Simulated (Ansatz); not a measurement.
C6H16Cl2N2Zr (`CC[N](C)[Zr]([Cl])([Cl])[N](C)CC`), relaxed with RKS PBE0-D4/def2-TZVP in Ansatz 0.2.0 from a GFN2-xTB geometry. The force threshold is 0.005 eV/Å; the program also tests the step.

Charge 0, multiplicity 1. Zr: def2 effective core potential.

Start:

```xyz
27

C     0.185   -2.674   -0.314
C    -1.002   -2.297    0.581
N    -1.668   -1.118    0.053
C    -2.696   -0.630    0.953
Zr   -0.471    0.186   -0.874
Cl   -1.742    2.111   -1.127
Cl    0.088   -0.516   -3.026
N     1.070    0.574    0.347
C     0.638    1.410    1.464
C     2.139    1.197   -0.427
C     1.642    2.274   -1.424
H     0.946   -1.876   -0.282
H     0.635   -3.604    0.031
H    -0.161   -2.814   -1.343
H    -0.637   -2.117    1.615
H    -1.713   -3.143    0.622
H    -2.290   -0.384    1.955
H    -3.479   -1.392    1.097
H    -3.167    0.266    0.531
H     0.219    2.387    1.148
H    -0.129    0.870    2.033
H     1.483    1.612    2.140
H     2.873    1.658    0.256
H     2.657    0.403   -0.993
H     1.016    1.818   -2.208
H     1.067    3.046   -0.904
H     2.495    2.751   -1.906
```

Problem. How much energy does the relaxation release, and in how many steps? (Estimate.)

Solution. Ansatz gave: 1.01 eV, in 33 steps.

Problem. Which bonds change most? (Estimate.)

Solution. The calculation gave: Zr5–Cl6 from 2.321 to 2.387 Å; Zr5–Cl7 from 2.332 to 2.383 Å; C10–C11 from 1.549 to 1.519 Å.

Problem. Give the relaxed structure. (Best estimate.)

Solution. Computed: 
```xyz
27

C     0.059   -3.004    0.475
C    -1.240   -2.352    0.900
N    -1.517   -1.123    0.192
C    -2.717   -0.467    0.675
Zr   -0.501   -0.145   -1.243
Cl   -1.828    1.492   -2.366
Cl    0.640   -1.533   -2.808
N     0.894    0.850   -0.217
C     1.274    0.896    1.171
C     1.709    1.665   -1.104
C     1.557    3.162   -0.897
H     0.908   -2.328    0.615
H     0.247   -3.896    1.076
H     0.035   -3.306   -0.573
H    -1.209   -2.138    1.979
H    -2.073   -3.058    0.756
H    -2.640   -0.241    1.747
H    -3.606   -1.094    0.524
H    -2.894    0.477    0.149
H     1.137    1.893    1.607
H     0.667    0.197    1.748
H     2.331    0.621    1.301
H     2.764    1.368   -1.009
H     1.440    1.429   -2.147
H     0.514    3.461   -1.023
H     1.886    3.465    0.099
H     2.161    3.708   -1.625
```
